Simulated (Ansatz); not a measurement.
```yaml
crystal:
  periodic: [false, false, false]
  atoms:
    - {symbol: B, position_ang: [0.101313, -0.129629, -1.944530]}
    - {symbol: C, position_ang: [0.069115, 0.053881, -0.261599]}
    - {symbol: N, position_ang: [-0.148217, 1.088910, 0.504411]}
    - {symbol: C, position_ang: [-0.295617, 2.472529, 0.026759]}
    - {symbol: C, position_ang: [-0.177901, 0.704774, 1.889769]}
    - {symbol: C, position_ang: [-0.044735, -0.609707, 1.856406]}
    - {symbol: N, position_ang: [0.124272, -1.019236, 0.498515]}
    - {symbol: C, position_ang: [0.355161, -2.435964, 0.005772]}
    - {symbol: H, position_ang: [-1.345714, 2.826118, 0.338140]}
    - {symbol: H, position_ang: [0.462565, 3.116678, 0.547005]}
    - {symbol: H, position_ang: [-0.182242, 2.470256, -1.092855]}
    - {symbol: H, position_ang: [-0.337350, 1.354168, 2.622010]}
    - {symbol: H, position_ang: [-0.021810, -1.335811, 2.613614]}
    - {symbol: H, position_ang: [1.040154, -2.318748, -0.834240]}
    - {symbol: H, position_ang: [0.704060, -2.999032, 0.831410]}
    - {symbol: H, position_ang: [-0.653501, -2.797161, -0.369608]}
    - {symbol: F, position_ang: [1.352850, -0.667781, -2.289451]}
    - {symbol: F, position_ang: [0.030739, 1.205195, -2.528598]}
    - {symbol: F, position_ang: [-0.908401, -0.887122, -2.402572]}
basis:
  gaussian: {orbitals: "6-31++G**"}
hamiltonian: {xc: {name: rPW86-PBE}, dispersion: rvv10}
scf: {omitted_lower_state_checks: [starts]}
output: {forces: true}
```

```sh
$ ansatz run in.yaml --threads 4 --pin off --events-out ev --progress --plain --max-ram 6963MiB
```

It prints (some lines left out):

```
Functional definition: rPW86-PBE+rVV10
2481 factors; their error is unknown
mean field evaluation 1: about -17133.3735 eV, gradient 9.2e1 eV
mean field evaluation 2: about -17111.9819 eV, gradient 1.4e2 eV
mean field evaluation 4: about -17152.0184 eV, gradient 9.2e0 eV
mean field evaluation 8: about -17152.1920 eV, gradient 4.3e-1 eV
mean field evaluation 16: about -17152.0482 eV, gradient 9.3e-4 eV
mean field -17152.04821767 eV, -630.3261459235 hartree, gradient 5.0e-5 eV, S^2 0.000000; 0 other end points of the search recorded, 0 dependent functions left out
reference -17152.04843844 eV, -630.3261540367 hartree; 42, 42 occupied and 215, 215 virtual orbitals, 2481 factors
Total energy: -17152.04843844 eV, -630.3261540367 hartree
Atom 0 at     0.101313    -0.129629    -1.944530 Å, force     1.450803     2.507607     0.172449 eV/Å
Atom 1 at     0.069115     0.053881    -0.261599 Å, force    -0.234752    -0.953242    -3.313776 eV/Å
Atom 2 at    -0.148217     1.088910     0.504411 Å, force    -0.042055     2.295038     1.893414 eV/Å
Atom 3 at    -0.295617     2.472529     0.026759 Å, force    -0.908647     0.831265     0.333983 eV/Å
Atom 4 at    -0.177901     0.704774     1.889769 Å, force     0.198236    -0.694319    -4.563797 eV/Å
Atom 5 at    -0.044735    -0.609707     1.856406 Å, force     0.554402    -2.414678    -1.324075 eV/Å
Atom 6 at     0.124272    -1.019236     0.498515 Å, force     0.230706    -1.678511     2.361019 eV/Å
Atom 7 at     0.355161    -2.435964     0.005772 Å, force    -2.127157     1.894097    -0.913868 eV/Å
Atom 8 at    -1.345714     2.826118     0.338140 Å, force     1.267043    -0.279381    -0.523923 eV/Å
Atom 9 at     0.462565     3.116678     0.547005 Å, force    -0.438153    -0.354866    -0.492441 eV/Å
Atom 10 at    -0.182242     2.470256    -1.092855 Å, force    -0.060620     0.095426     0.983237 eV/Å
Atom 11 at    -0.337350     1.354168     2.622010 Å, force    -0.641128     2.855790     3.136430 eV/Å
Atom 12 at    -0.021810    -1.335811     2.613614 Å, force     0.029819    -0.877760     1.122991 eV/Å
Atom 13 at     1.040154    -2.318748    -0.834240 Å, force     0.270994    -0.420151    -0.042666 eV/Å
Atom 14 at     0.704060    -2.999032     0.831410 Å, force     0.582870    -0.841195     0.829143 eV/Å
Atom 15 at    -0.653501    -2.797161    -0.369608 Å, force     1.065124     0.061864     0.341247 eV/Å
Atom 16 at     1.352850    -0.667781    -2.289451 Å, force     0.596022    -0.484025     0.123007 eV/Å
Atom 17 at     0.030739     1.205195    -2.528598 Å, force    -0.114238    -0.228304     0.126079 eV/Å
Atom 18 at    -0.908401    -0.887122    -2.402572 Å, force    -1.679268    -1.314655    -0.248452 eV/Å
Dipole moment:    -0.146969    -0.048911     1.782014 e Å
Checks for a lower state left out: starts
```

Run time 21 s (4 threads of Arm Neoverse V2 on a shared host), peak host memory 0.62 GiB.

The 6-31G sets use Cartesian d functions.
